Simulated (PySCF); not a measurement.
H7N3OSn. Atoms are numbered in the order given.

```xyz
12

N     -1.2315    -1.5051    -0.5800
Sn     0.0086    -0.0017    -0.0078
N      1.9745    -0.4623     0.1544
N     -0.2900     1.4701    -1.3785
O     -0.4645     0.4447     1.8706
H     -0.8994    -2.4150    -0.2641
H     -1.3208    -1.5544    -1.5939
H      2.5501    -0.0120    -0.5543
H      2.3413    -0.2110     1.0709
H     -1.2773     1.6264    -1.5761
H      0.1040     2.3626    -1.0858
H     -1.3818     0.2127     2.0566
```
Charge 0, spin multiplicity 1.

Geometry: PBE0-D3(BJ)/def2-SVP. The def2 effective core potentials stand for the cores of Sn; spin–orbit coupling is left out. Other conformers were not sampled.

Level of theory: M06-2X/def2-TZVP (PySCF).

ESP charges are fitted to the potential on shells at 1.4 to 2.0 van der Waals radii. Atomic charges (e):

```tsv
atom	Löwdin	ESP fit
N1	-0.44	-1.09
Sn2	0.63	1.38
N3	-0.44	-1.09
N4	-0.44	-1.04
O5	-0.37	?
H6	0.15	?
H7	0.15	?
H8	0.15	?
H9	0.16	?
H10	0.15	?
H11	0.15	?
H12	0.16	?
```

Fill in the missing entries. (An estimate is asked for; the answer gives what the named calculation found.)


- O5, ESP fit: -0.83
- H6, ESP fit: 0.38
- H7, ESP fit: 0.39
- H8, ESP fit: 0.37
- H9, ESP fit: 0.40
- H10, ESP fit: 0.36
- H11, ESP fit: 0.34
- H12, ESP fit: 0.42
